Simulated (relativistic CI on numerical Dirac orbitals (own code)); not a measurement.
**One change at a time: Pd2+**

Base calculation: Dirac-Coulomb-Breit CI, separate exchange-only KLI orbitals for each configuration, model QED (radiative potential, 1s self-energy scaled to tabulated hydrogen-like ionisation energies), valence Slater integrals scaled by 0.85, P86 correlation energy added to each configuration.

Configurations in the expansion (outside the closed core [Kr]): 4d8, 4d7 5s, 4d7 5p, 4d7 4f, 4d6 5s2, 4d7 5d, 4d7 6s, 4d7 6p, 4d6 5s 5p, 4d6 4f2, 4d7 7s, 4d7 6d, 4d7 7p, 4d7 5f, 4d7 5g, 4d7 7d, 4d7 6f, 4d6 5p2, 4d6 5s 6s, 4d6 4f 5s. Levels of other configurations are missing.

The lowest level and the first level of each name with at least 55 % of one term (blank where a level has no safe partner in the second run):

| Level | Base (cm⁻¹) | Shift (cm⁻¹) |
| --- | --- | --- |
| 4d8 3F_4 | 0.0 | 0.0 |
| 4d8 3F_3 | 3027.4 | +2.7 |
| 4d8 3F_2 | 4528.7 | -116.6 |
| 4d8 3P_1 | 14427.3 | -1300.5 |
| 4d8 3P_0 | 14673.0 | -1365.5 |
| 4d8 1G_4 | 18332.2 | -1819.3 |
| 4d8 1S_0 | 42452.8 | -4532.3 |
| 4d7 5s 5F_5 | 56207.0 | +1299.0 |
| 4d7 5s 5F_4 | 58295.6 | +1294.3 |
| 4d7 5s 5F_3 | 59880.6 | +1294.8 |
| 4d7 5s 5F_2 | 60949.5 | +1272.5 |
| 4d7 5s 5F_1 | 61613.6 | +1252.6 |
| 4d7 5s 3F_4 | 66211.3 | +208.0 |
| 4d7 5s 3F_3 | 68920.1 | +176.6 |

Correlation outside the listed configurations is missing or only estimated: errors of thousands of cm⁻¹ between configurations and terms are usual at this charge. Rates and lifetimes follow the computed energies and can be off by large factors. The fine structure of a lone outer electron comes out too small, for d and f at times inverted, and misplaced configurations move strength between like terms. 54 of the 69 excited levels that our extract of the measured tables holds in this range could be paired (the sources list more); they are missed by 2845 cm⁻¹ on average and 4981 at most, and levels without a partner can miss by more. Some levels of the ground configuration have no partner and can miss by 10 % or more.

One thing was changed in a second run, which moved the levels as shown. Which?
A. only the first 3 configurations
B. QED terms removed
C. configuration mixing switched off
D. Breit term removed
E. valence Slater integrals scaled by 0.75

E. Valence Slater integrals scaled by 0.75. Scaling acts on the splittings between terms and on the mixing, and leaves the fine structure of pure LS terms nearly alone; in jj coupling it moves the levels of one term differently.

LS names give the leading component of a level, which can be under half, so a name can repeat, a term be missing and a line seem to break the LS rules.
